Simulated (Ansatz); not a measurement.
A nudged elastic band was laid between two geometries of CH6BNS (10 atoms, charge 0, multiplicity 1).

All numbers below come from RKS PBE0/def2-SVP (Ansatz 0.2.0).

- movable images: 9
- climbing image: yes
- spring: 5.0 eV/Å²
- optimiser: quadratic models (default)
- start path: IDPP
- force threshold: 0.05 eV/Å
- iteration limit: 59
- end points: relaxed

First end point:

```xyz
10
Properties=species:S:1:pos:R:3
C -1.431 0.576 -0.191
N -0.348 -0.373 -0.231
B 0.957 -0.156 0.211
S 2.197 -1.485 0.073
H -1.815 0.811 -1.199
H -2.280 0.210 0.413
H -1.079 1.513 0.261
H -0.599 -1.272 -0.629
H 1.261 0.913 0.685
H 3.218 -0.789 0.610
```

Last end point:

```xyz
10
Properties=species:S:1:pos:R:3
C -1.066 0.621 -0.079
N -0.320 -0.569 -0.392
B 1.001 -0.920 -0.099
S 2.230 0.056 0.810
H -1.520 1.063 -0.982
H -1.877 0.427 0.645
H -0.408 1.384 0.358
H -0.857 -1.262 -0.900
H 1.412 -1.990 -0.481
H 1.487 1.140 1.123
```

Task: Which bonds break or form, and what moves?

Result: No bond is made or broken. The dihedral C1–N2–B3–S4 goes from -180 to 0°.

Task: What energy profile does the band end with?

Result: The forces met the threshold. The highest image is number 6 of 0 to 10, 1.00 eV above the first end and 0.96 eV above the last; the last end lies 0.04 eV above the first. The profile has 3 maxima (images 1, 3, 6) with wells between them (images 2, 4): this band takes more than one step, which may be the mechanism or a detour left from its start path. A vibrational analysis at the climbing image gives one clearly imaginary mode, 253i cm⁻¹: a first-order saddle point.

```tsv
image	path coordinate (Å)	energy (eV)	dihedral C1–N2–B3–S4 (°)
0	0.00	0.00	-180
1	1.52	0.33	-179
2	3.04	0.02	-178
3	4.55	0.08	179
4	6.07	0.02	-173
5	7.59	0.26	144
6	9.11	1.00	116
7	9.83	0.86	90
8	10.55	0.48	57
9	11.27	0.15	24
10	11.99	0.04	0
```

Task: What is the geometry of the highest image?

Result: 
```xyz
10
Properties=species:S:1:pos:R:3
C -1.226 0.510 0.122
N -0.270 -0.571 -0.074
B 1.065 -0.145 -0.481
S 2.494 -0.418 0.558
H -1.385 1.157 -0.765
H -2.204 0.102 0.422
H -0.890 1.161 0.944
H -0.643 -1.233 -0.754
H 1.313 0.439 -1.520
H 1.830 -1.054 1.551
```

The band took 28 iterations and about 15 core-minutes.

The run took 15 min on 1 thread of Arm Neoverse V1 (shared host), peak memory 0.17 GiB.
